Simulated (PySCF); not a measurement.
# From computed data to an observable: oscillator strength and radiative lifetime

C₂H₈F₂Si₂, SMILES FC(F)C[SiH2][SiH3].

Geometry: B3LYP-D3(BJ)/def2-SVP. This is a generated structure with no PubChem entry under its InChIKey; it may be hypothetical. One conformer was computed; it need not be the lowest.

TDDFT-PBE/def2-SVPD (PySCF 2.14.0) puts the first singlet state with f over 0.02 at 6.69 eV (vertical), with the transition dipole (0.163, -0.307, 0.074) in atomic units.

Find the oscillator strength, the wavelength and the radiative lifetime that this transition would have in vacuum if emission retraced absorption.


|μ|² = 0.1263 au, so |μ| = 0.90 D. ΔE = 6.69/27.211 = 0.2459 hartree. f = (2/3) ΔE |μ|² = 0.021 (the program prints 0.021).
λ = 1239.84/6.69 = 185 nm; ν = 53958 cm⁻¹.
Einstein's coefficient A = 0.6670 ν² f s⁻¹ (ν in cm⁻¹) = 4.0e7 s⁻¹, so τ = 1/A = 25 ns. This state is S1. The figure is the radiative limit of this one transition; relaxation, internal conversion, crossing to triplets and a medium change what is measured.
